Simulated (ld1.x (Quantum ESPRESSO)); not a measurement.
## u(r) = r·R(r): atom against pseudo-atom (Sb (Z = 51))

Columns: radius, all-electron u(r) and pseudo u(r) of the 5p shell (level -4.69 eV) of antimony in the configuration [Kr] 4d10 5s2 5p3; BLYP, scalar-relativistic, TM scheme, ld1.x (Quantum ESPRESSO) 7.5.

```
r (bohr)  all-electron   pseudo
   0.090        0.0895  -0.0031
   0.180       -0.1311  -0.0123
   0.270       -0.1683  -0.0268
   0.360       -0.0414  -0.0457
   0.450        0.1170  -0.0675
   0.540        0.2320  -0.0910
   0.630        0.2826  -0.1149
   0.720        0.2747  -0.1387
   0.810        0.2237  -0.1621
   0.900        0.1459  -0.1856
   0.990        0.0545  -0.2102
   1.080       -0.0412  -0.2372
   1.170       -0.1346  -0.2681
   1.260       -0.2221  -0.3039
   1.350       -0.3014  -0.3449
   1.440       -0.3716  -0.3905
   1.530       -0.4323  -0.4384
   1.620       -0.4839  -0.4850
   1.710       -0.5267  -0.5268
   1.800       -0.5615  -0.5615
   1.890       -0.5890  -0.5890
   1.980       -0.6100  -0.6100
   2.070       -0.6251  -0.6251
   2.160       -0.6350  -0.6350
   2.250       -0.6404  -0.6404
   2.340       -0.6418  -0.6418
```

(1) How many radial nodes do the two functions have?

(2) At about which radius was the pseudo-wave matched?

(3) Is the pseudo-wave norm-conserving?

Results:

(1) The all-electron 5p function has n − l − 1 = 3; the pseudo-wave has 0, since the states of the same l below it are removed with the core.

(2) 1.80 bohr, where the columns begin to agree (steps of 0.09 bohr).

(3) Yes: the TM scheme keeps the norm inside the radius equal to the all-electron one, which fixes the energy derivative of the logarithmic derivative at the level.
